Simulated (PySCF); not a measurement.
Computed shifts of a molecule C₃H₄F₂O, PBE/pcSseg-1 run with PySCF, GIAO, gas phase, equivalent atoms averaged, in ppm (number of nuclei): ¹³C: 123.3 (1), 58.2 (1), 26.0 (1). ¹⁹F: -168.6 (1), -191.1 (1). ¹H: 4.00 (1), 1.70 (1), 1.45 (1), 1.22 (1). References: ¹⁷O against H2O (σ = 334.3 ppm); ¹³C against TMS (σ = 182.0 ppm); ¹⁹F against CFCl3 (σ = 133.6 ppm); ¹H against TMS (σ = 31.49 ppm), references at their B3LYP-D3(BJ)/def2-TZVP geometries, non-relativistic. Geometry: B3LYP-D3(BJ)/def2-SVP. The values are those of a single conformer.

**Question.** Identify the compound among the candidates.
(A) O=CCC(F)F
(B) CC(F)(F)C=O
(C) O[C@H]1CC1(F)F
(D) CC(=O)C(F)F

**Answer.** C, O[C@H]1CC1(F)F
